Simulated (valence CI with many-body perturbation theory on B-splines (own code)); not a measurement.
# E1 line list for Ru⁴⁺

Level of theory: relativistic CI+MBPT: four valence electrons over a frozen Dirac-Fock core [Kr], radial functions for each j: 7 s, 7 p, 8 d, 6 f, 4 g, 1 h, with the one-electron correlation potential Σ1, the two-electron term Σ2, the three-electron term Σ3, Breit, model QED; selected CI, second order for the rest, scaled by the run's own slope (own B-spline code, finite nucleus).

No measured spectrum was set against this ion. As an estimate, terms of the open shell hold to 2 to 4 % of their energy, and close levels can change places; different configurations can be misplaced against each other by 1,000 to 8,000 cm⁻¹. Among the levels kept, up to 340 cm⁻¹ of a level comes from second order outside the variational space, and about a tenth of that is noise between levels of different J, which matters for small intervals. The list stops below the first excitations out of the core.

Lines 1 to 50 of 600 in falling wavelength, among levels below 263980 cm⁻¹, chosen from the strongest by gf and those to the six lowest levels. Wavelengths and rates use the calculated energies, so an error of 2000 cm⁻¹ moves a line at 2240 Å by 4.5 % and its rate by three times that or more. Electric multipoles are in the length gauge, E1 and E2 with the static RPA response of the core. Weak lines are less certain than strong ones. Lines between different terms over intervals too small for the method are left out, as are lines whose strength nearly cancels. Where a level lies close to another of its J and parity, the split of strength between their lines is uncertain. The highest levels of a list are the least certain.

Names give the largest LS component (configuration and term), which can be under half, so a name can repeat, a term be missing and a line seem to break the LS rules; names also repeat where a configuration has a term twice. Letters in brackets count levels of one name in rising energy.

```
λ vac (Å)             Upper            Lower   A (s⁻¹)  log gf  Branch %
     2240  4d3 5p 1D°_2 [b]  4d3 5s 1D_2 [b]  7.15e+07   -0.57       1.9
     2031  4d3 5p 1G°_4 [c]      4d3 5s 1F_3  9.39e+07   -0.28       2.2
     1920  4d3 5p 3P°_2 [a]  4d3 5s 3P_2 [b]  8.82e+07   -0.61       2.4
     1899  4d3 5p 3D°_2 [a]  4d3 5s 3F_3 [a]  1.28e+08   -0.46       3.4
     1898  4d3 5p 5D°_3 [a]  4d3 5s 3F_4 [a]  5.99e+07   -0.65       1.2
     1898      4d3 5p 5G°_5  4d3 5s 3F_4 [a]  3.25e+07   -0.71       3.1
     1882  4d3 5p 3D°_1 [a]  4d3 5s 3F_2 [a]  2.22e+08   -0.45       6.6
     1834  4d3 5p 3D°_3 [b]  4d3 5s 3F_4 [b]  5.90e+07   -0.68       0.8
     1828  4d3 5p 5D°_3 [a]  4d3 5s 3F_3 [a]  4.26e+07   -0.83       0.9
     1812  4d3 5p 1H°_5 [a]      4d3 5s 1H_5  1.24e+08   -0.17       4.3
     1794  4d3 5p 3G°_4 [a]      4d3 5s 3G_4  6.44e+07   -0.55       1.8
     1792  4d3 5p 3H°_5 [a]      4d3 5s 3H_5  9.85e+07   -0.28       3.2
     1787  4d3 5p 1G°_4 [a]      4d3 5s 1G_4  3.37e+07   -0.84       0.6
     1775  4d3 5p 3H°_4 [a]      4d3 5s 3H_4  6.53e+07   -0.56       2.4
     1770  4d3 5p 3P°_1 [a]  4d3 5s 3P_2 [b]  1.33e+08   -0.73       3.0
     1764  4d3 5p 3D°_2 [c]  4d3 5s 1D_2 [a]  7.18e+07   -0.78       1.7
     1756      4d3 5p 5F°_5  4d3 5s 3F_4 [a]  1.19e+08   -0.22       4.2
     1754  4d3 5p 3F°_4 [b]  4d3 5s 3F_4 [b]  3.44e+07   -0.85       0.6
     1752  4d3 5p 3D°_3 [a]  4d3 5s 3F_4 [a]  1.99e+08   -0.19       4.5
     1748  4d3 5p 3G°_5 [a]      4d3 5s 3G_5  1.04e+08   -0.28       3.2
     1740  4d3 5p 3F°_2 [b]  4d3 5s 3P_1 [c]  8.46e+07   -0.72       2.1
     1739  4d3 5p 3D°_2 [b]  4d3 5s 3F_3 [a]  1.53e+08   -0.46       4.4
     1738  4d3 5p 3G°_3 [a]  4d3 5s 3F_4 [a]  5.54e+07   -0.76       1.6
     1737  4d3 5p 3G°_3 [c]  4d3 5s 3F_2 [b]  8.79e+07   -0.56       1.3
     1714      4d3 5p 5F°_4  4d3 5s 3F_3 [a]  1.01e+08   -0.40       2.6
     1713  4d3 5p 3P°_2 [b]  4d3 5s 3P_2 [c]  7.98e+07   -0.76       1.6
     1712  4d3 5p 1P°_1 [a]  4d3 5s 1D_2 [a]  2.30e+08   -0.52       3.5
     1704  4d3 5p 3H°_6 [a]      4d3 5s 3H_6  3.78e+08    0.33      17.6
     1702      4d3 5p 5F°_1  4d3 5s 3F_2 [a]  2.13e+08   -0.56       6.5
     1702  4d3 5p 3H°_6 [b]      4d3 5s 1H_5  4.42e+07   -0.60       1.0
     1701  4d3 5p 3G°_4 [c]  4d3 5s 3F_3 [b]  9.33e+07   -0.44       1.4
     1690  4d3 5p 3G°_5 [c]  4d3 5s 3F_4 [b]  5.03e+07   -0.63       0.6
     1684      4d3 5p 5F°_3  4d3 5s 3F_2 [a]  5.60e+07   -0.78       1.2
     1684  4d3 5p 3D°_2 [b]  4d3 5s 3F_2 [a]  7.46e+07   -0.80       2.2
     1683  4d3 5p 3H°_4 [a]      4d3 5s 3G_4  8.68e+07   -0.48       3.1
     1680  4d3 5p 3G°_3 [b]      4d3 5s 3H_4  1.18e+08   -0.45       1.9
     1678  4d3 5p 3G°_3 [a]  4d3 5s 3F_3 [a]  8.46e+07   -0.60       2.4
     1675  4d3 5p 3H°_4 [b]      4d3 5s 1G_4  4.02e+07   -0.82       0.7
     1672  4d3 5p 3P°_1 [a]  4d3 5s 3P_2 [a]  1.47e+08   -0.73       3.3
     1672  4d3 5p 3H°_4 [a]      4d3 5s 3G_3  3.14e+08    0.07      11.3
     1670  4d3 5p 3F°_2 [d]  4d3 5s 1D_2 [b]  1.34e+08   -0.55       2.9
     1668  4d3 5p 3P°_2 [b]  4d3 5s 3D_3 [a]  1.62e+08   -0.47       3.2
     1667  4d3 5p 1G°_4 [b]      4d3 5s 1H_5  5.19e+07   -0.71       1.0
     1662  4d3 5p 1H°_5 [a]      4d3 5s 3H_6  3.69e+07   -0.77       1.3
     1662  4d3 5p 1H°_5 [a]      4d3 5s 3H_5  6.30e+07   -0.54       2.2
     1661  4d3 5p 1H°_5 [b]      4d3 5s 1H_5  7.71e+07   -0.45       3.1
     1660      4d3 5p 3I°_6      4d3 5s 1H_5  2.79e+07   -0.82       1.7
     1657  4d3 5p 3P°_2 [c]  4d3 5s 3D_3 [a]  1.69e+08   -0.46       3.8
     1657  4d3 5p 3G°_4 [b]      4d3 5s 3H_5  1.01e+08   -0.43       1.5
     1654  4d3 5p 1G°_4 [a]      4d3 5s 3H_4  2.54e+08   -0.03       4.7
```

Q: How does gf follow from A for the line at 1678 Å?

A: gf = 1.4992 × (2J+1)_upper × A / σ², with σ = 59597 cm⁻¹ and 2J+1 = 7: gf = 0.250.
